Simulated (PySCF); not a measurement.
CH2F4Si, SMILES F[SiH2]C(F)(F)F.

The structure is a stationary point at PBE0-D3(BJ)/def2-SVP.

Two levels are set side by side: PBE/def2-TZVP (PySCF) and ωB97X/def2-TZVP (PySCF). Same geometry, gas phase. Differences are taken from unrounded values.

```tsv
quantity	ωB97X	PBE	PBE minus ωB97X
orbital gap (eV)	13.75	6.64	-7.12
highest occupied level (eV)	-12.16	-8.09	4.08
lowest empty level (eV)	1.59	-1.45	-3.04
dipole moment (D)	1.96	1.70	-0.26
mean polarisability (bohr³)	37.8	40.1	2.3
```

PBE's occupied levels lie high since its potential decays too fast outside the molecule; exact exchange lowers them and widens the gap. PBE's more diffuse valence density responds more strongly to a field. Differences between two approximate levels are no errors against the true value.

Rough cost on one machine, each run with all the roots and properties that it gave: ωB97X against PBE within a factor of 2.
